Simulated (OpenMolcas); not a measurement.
## Ga I: effect of the basis set

```
Program             : OpenMolcas 26.06
Method              : CASSCF
Active space        : 3 electrons in 8 orbitals (4s 4p 5s 5p)
State averaging     : 2S+1 = 4 odd, 1 root (0 in the spin-orbit step); 2S+1 = 2 odd, 3 roots; 2S+1 = 4 even, 3 roots; 2S+1 = 2 even, 5 roots (0 in the spin-orbit step)
Spin-orbit coupling : state interaction with AMFI integrals over the reference wave functions, term energies averaged over their components
```

A. ANO-RCC-VTZP [6s5p3d1f], DKH2, point nucleus; cost about 9 core-seconds
B. ANO-RCC-VQZP [7s6p4d2f1g], DKH2, point nucleus; cost of the order of 18 core-seconds
C. ANO-RCC [10s9p7d5f2g], DKH2, point nucleus; cost roughly 40 core-seconds

Energies in eV above 4s² 4p ²P°_1/2, the measured ground level; measured values from NIST Handbook of Basic Atomic Spectroscopic Data.

| Level | A | B | C | Measured |
| --- | --- | --- | --- | --- |
| 4s² 4p ²P°_1/2 | 0.0000 | 0.0000 | 0.0000 | 0.0000 |
| 4s² 4p ²P°_3/2 | 0.0834 | 0.0780 | 0.0786 | 0.1024 |
| 4s 4p² ⁴P_1/2 | 3.9916 | 4.0031 | 4.0086 |  |
| 4s 4p² ⁴P_3/2 | 4.0278 | 4.0394 | 4.0448 |  |
| 4s 4p² ⁴P_5/2 | 4.0881 | 4.0998 | 4.1052 |  |

Among A to C the level of the table that moves most is 4s 4p² ⁴P_5/2, by 140 cm-1 (lowest in A, highest in C).

Some high roots are left out of the spin-orbit mixing, which shifts the levels that they would mix with. Without dynamic correlation excited terms often stand tens of per cent too high (terms of higher spin than the ground term too low), and those without a measured partner can miss by more than the paired ones. Active for correlation alone: 5p 5s; no level in the range computed is led by a configuration that fills them, so any true level of that kind is missing. Terms of s pⁿ other than that of highest spin mix with s² pⁿ⁻² d, which this space lacks; all of them can be thousands of cm-1 off, and some have no real level of that name. Only configurations of the active space appear.

° marks odd parity.
